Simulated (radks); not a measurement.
Results of a calculation; reference values are marked as such.
Neutral scandium inside a hard spherical wall (all orbitals vanish at R), configuration held at [Ar] 3d1 4s2 and not refilled when levels cross. Level of theory: non-relativistic Kohn-Sham, PBEsol, spin-polarised, spherical densities, point nucleus; open shells are filled with parallel spins first (a radial shooting solver on a logarithmic mesh with Libxc functionals). Eigenvalues in eV for spin up, with the zero of energy where the potential of the charges vanishes at infinity; a dash marks a level that is unbound or too diffuse for the functional's potential to be trusted. A positive occupied level is held by the wall or, in an anion where self-interaction has pushed it up, behind a barrier. The pressure on the wall is -dE/dV.

[
 {"R (bohr)": "free", "E (hartree)": "-759.49067", "kinetic (hartree)": "758.671", "e(3s)": "-54.576", "e(3p)": "-33.848", "e(4s)": "-4.280", "e(3d)": "-3.676", "e(4p, empty)": "-1.523", "e(5s, empty)": "-", "pressure (GPa)": "0"},
 {"R (bohr)": "20", "E (hartree)": "-759.49067", "kinetic (hartree)": "758.671", "e(3s)": "-54.576", "e(3p)": "-33.848", "e(4s)": "-4.280", "e(3d)": "-3.676", "e(4p, empty)": "-1.523", "e(5s, empty)": "-", "pressure (GPa)": "< 0.0001"},
 {"R (bohr)": "15", "E (hartree)": "-759.49066", "kinetic (hartree)": "758.671", "e(3s)": "-54.575", "e(3p)": "-33.847", "e(4s)": "-4.279", "e(3d)": "-3.675", "e(4p, empty)": "-1.518", "e(5s, empty)": "0.345", "pressure (GPa)": "< 0.0001"},
 {"R (bohr)": "12", "E (hartree)": "-759.49050", "kinetic (hartree)": "758.673", "e(3s)": "-54.557", "e(3p)": "-33.830", "e(4s)": "-4.266", "e(3d)": "-3.659", "e(4p, empty)": "-1.477", "e(5s, empty)": "1.012", "pressure (GPa)": "0.00302"},
 {"R (bohr)": "10", "E (hartree)": "-759.48926", "kinetic (hartree)": "758.683", "e(3s)": "-54.469", "e(3p)": "-33.742", "e(4s)": "-4.200", "e(3d)": "-3.578", "e(4p, empty)": "-1.333", "e(5s, empty)": "2.208", "pressure (GPa)": "0.0341"},
 {"R (bohr)": "8", "E (hartree)": "-759.47992", "kinetic (hartree)": "758.744", "e(3s)": "-54.057", "e(3p)": "-33.333", "e(4s)": "-3.866", "e(3d)": "-3.207", "e(4p, empty)": "-0.750", "e(5s, empty)": "5.270", "pressure (GPa)": "0.393"},
 {"R (bohr)": "7", "E (hartree)": "-759.46156", "kinetic (hartree)": "758.840", "e(3s)": "-53.505", "e(3p)": "-32.788", "e(4s)": "-3.364", "e(3d)": "-2.712", "e(4p, empty)": "0.036", "e(5s, empty)": "8.557", "pressure (GPa)": "1.38"},
 {"R (bohr)": "2.5", "E (hartree)": "-754.63291", "kinetic (hartree)": "773.946", "e(3s)": "-29.675", "e(3p)": "-8.744", "e(4s)": "61.064", "e(3d)": "24.645", "e(4p, empty)": "73.755", "e(5s, empty)": "199.53", "pressure (GPa)": "3030"},
 {"R (bohr)": "1.5", "E (hartree)": "-723.32773", "kinetic (hartree)": "854.421", "e(3s)": "50.832", "e(3p)": "76.456", "e(4s)": "337.55", "e(3d)": "112.18", "e(4p, empty)": "344.50", "e(5s, empty)": "779.59", "pressure (GPa)": "91600"}
]
